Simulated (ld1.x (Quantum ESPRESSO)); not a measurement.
## C (Z = 6), RRKJ: configuration errors across variants

```
Element                 : C
Generator               : ld1.x (Quantum ESPRESSO) 7.5
Type                    : norm-conserving RRKJ (Kleinman–Bylander form)
Functional              : PBE
Relativity              : scalar-relativistic
Frozen core             : [He]
Valence charge          : 4
Reference configuration : 2s2 2p2
Partial waves           : 2p (bound): rc 3.05 bohr; 2s (bound): rc 1.25 bohr
Local potential         : the s channel
Core correction         : none
```

All-electron excitation energies from the reference (eV): (1) 2s2 2p1 10.862; (2) 2s2 2p0 35.018; (3) 2s1 2p0 83.212; (4) 2s2 2p1.5 3.963; (5) 2s2 2p2.3 -1.158; (6) 2s1 2p2 19.615; (7) 2s0 2p4 16.975.

Errors AE − PS in meV (a dash: test not solved or not reliable):

| change | (1) | (2) | (3) | (4) | (5) | (6) | (7) | bound ghosts |
| --- | --- | --- | --- | --- | --- | --- | --- | --- |
| base | +204 | +1591 | +2977 | +32 | +3.6 | -195 | -179 | none |
| core correction a·sin(br)/r model core inside 0.68 bohr | +204 | +1597 | +3026 | +32 | +3.6 | -204 | -240 | none |
| core correction a·sin(br)/r model core inside 0.78 bohr | +203 | +1588 | +2972 | +32 | +3.5 | -206 | -234 | none |
| core correction a·sin(br)/r model core inside 0.92 bohr | +203 | +1587 | +2960 | +32 | +3.6 | -202 | -210 | none |
| core correction a·sin(br)/r model core inside 1.06 bohr | +204 | +1590 | +2970 | +32 | +3.6 | -198 | -185 | none |
| core correction a·sin(br)/r model core inside 1.18 bohr | +204 | +1590 | +2973 | +32 | +3.6 | -196 | -181 | none |
| core correction a·sin(br)/r model core inside 1.38 bohr | +204 | +1591 | +2976 | +32 | +3.6 | -195 | -179 | none |
| core correction a·sin(br)/r model core inside 1.48 bohr | +204 | +1591 | +2976 | +32 | +3.6 | -195 | -179 | none |

Task: Give the same row for: core correction a·sin(br)/r model core inside 0.50 bohr.

Result: +204, +1593, +2978, +32, +3.6, -208, -251; bound ghosts: none.
